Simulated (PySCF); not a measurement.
# XPS shifts beside NMR shieldings

Compound: C₃H₅FSSi.
SMILES with atom numbers: `[CH2:1]=[C:2]1[SiH2:3][C@H:4]([F:5])[S:6]1`

Binding energies: PySCF 2.14.0, delta-SCF UKS SCAN, pcX-2 on the ionised atom, pcseg-1 elsewhere, spin-free X2C. Shieldings: GIAO PBE0/pcSseg-1, non-relativistic, same geometry.

```csv
atom,C 1s (eV)
C1,289.92
C2,290.73
C4,292.82
```

**Question.** What are the absolute isotropic shieldings of these atoms?

**Answer.** 
```tsv
atom	environment	C 1s (eV)	isotropic shielding (ppm)
C1	terminal =CH2 carbon	289.92	58.4
C2	fully substituted alkene carbon	290.73	35.5
C4	sp3 C–F carbon	292.82	89.7
```

**Question.** Among the listed atoms, is the one with the highest binding energy also the least shielded?

**Answer.** No. The highest binding energy is at C4 (292.82 eV, shielding 89.7 ppm), the lowest shielding at C2 (35.5 ppm, 290.73 eV).

By binding energy: C1 < C2 < C4. By shielding: C2 < C1 < C4.

Spin contamination (⟨S²⟩ against 0.75 for a pure doublet) is marked for C 1s of C2 (0.87), which makes this value less certain. Isolated species at its GFN2-xTB geometry, gas phase.
